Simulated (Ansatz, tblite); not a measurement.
Forces on Ge3F8 at its PBE-D4/def2-SVP geometry. Total charge 0; singlet.

The xTB rows come from tblite. Correlated methods freeze 35 core orbitals; core or outer-core shells of Ge are correlated, in sets that lack core-valence functions.

GFN1-xTB (tblite), largest force 1.12 eV/Å:

```xyz
11
positions Å, forces eV/Å
Ge   -1.242   -1.621   -0.702    0.351    1.064    0.055
F    -2.458   -1.755   -1.932    0.196   -0.184    0.262
F    -1.943   -2.167    0.790    0.117   -0.073   -0.378
F     0.032   -2.734   -1.099   -0.381    0.074    0.098
Ge   -0.351    0.661   -0.475    0.442   -0.834    0.600
F    -1.677    1.695   -0.008    0.133   -0.017   -0.184
F     0.154    1.180   -2.064   -0.158    0.066    0.147
Ge    1.510    1.113    1.068   -0.846   -0.132   -0.725
F     2.919    0.199    0.625   -0.193    0.245    0.255
F     1.092    0.642    2.687    0.267    0.132   -0.266
F     1.964    2.787    1.110    0.071   -0.342    0.136
```

GFN2-xTB (tblite), largest force 0.32 eV/Å:

```
Ge 0.081 0.303 0.005
F -0.125 -0.224 -0.060
F -0.078 -0.225 0.011
F -0.054 -0.227 -0.017
Ge 0.106 -0.197 0.142
F -0.185 0.246 -0.097
F -0.056 0.212 -0.234
Ge -0.236 -0.018 -0.207
F 0.189 0.013 0.141
F 0.164 0.019 0.167
F 0.194 0.097 0.150
```

B2PLYP/def2-TZVP (Ansatz), largest force 0.77 eV/Å:

```
Ge -0.266 -0.628 -0.081
F 0.535 0.041 0.547
F 0.290 0.215 -0.633
F -0.541 0.451 0.164
Ge -0.262 0.493 -0.354
F 0.503 -0.385 -0.190
F -0.199 -0.187 0.601
Ge 0.520 0.153 0.422
F -0.582 0.390 0.198
F 0.188 0.200 -0.669
F -0.187 -0.742 -0.005
```
